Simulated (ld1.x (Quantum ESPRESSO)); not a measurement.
# u(r) = r·R(r): atom against pseudo-atom (bismuth (Bi))

Columns: radius, all-electron u(r) and pseudo u(r) of the 6p shell (level -4.57 eV) of bismuth in the configuration [Kr] 4d10 4f14 5s2 5p6 5d10 6s2 6p3; PBE, scalar-relativistic, ultrasoft scheme, ld1.x (Quantum ESPRESSO) 7.5.

```csv
r (bohr),all-electron,pseudo
0.090,-0.0756,-0.0017
0.180,-0.0400,-0.0063
0.270,0.1562,-0.0131
0.360,0.1570,-0.0208
0.450,0.0231,-0.0276
0.540,-0.1289,-0.0318
0.630,-0.2368,-0.0313
0.720,-0.2841,-0.0246
0.810,-0.2767,-0.0102
0.900,-0.2286,0.0127
0.990,-0.1543,0.0445
1.080,-0.0659,0.0847
1.170,0.0273,0.1325
1.260,0.1192,0.1863
1.350,0.2058,0.2441
1.440,0.2847,0.3036
1.530,0.3549,0.3624
1.620,0.4161,0.4180
1.710,0.4682,0.4684
1.800,0.5119,0.5119
1.890,0.5478,0.5478
1.980,0.5764,0.5764
2.070,0.5986,0.5986
2.160,0.6149,0.6149
2.250,0.6262,0.6262
2.340,0.6329,0.6329
```

(1) How many radial nodes do the two functions have?

(2) At about which radius was the pseudo-wave matched?

(3) Is the pseudo-wave norm-conserving?

## Answers

(1) The all-electron 6p function has n − l − 1 = 4 (the table is too coarse to show those close to the nucleus); the pseudo-wave has 1, since 1 lower shell of the same l stays in the valence.

(2) 1.80 bohr, where the columns begin to agree (steps of 0.09 bohr).

(3) No, it belongs to an ultrasoft set: the norm inside the radius is not constrained, and the difference is carried by the augmentation charge.
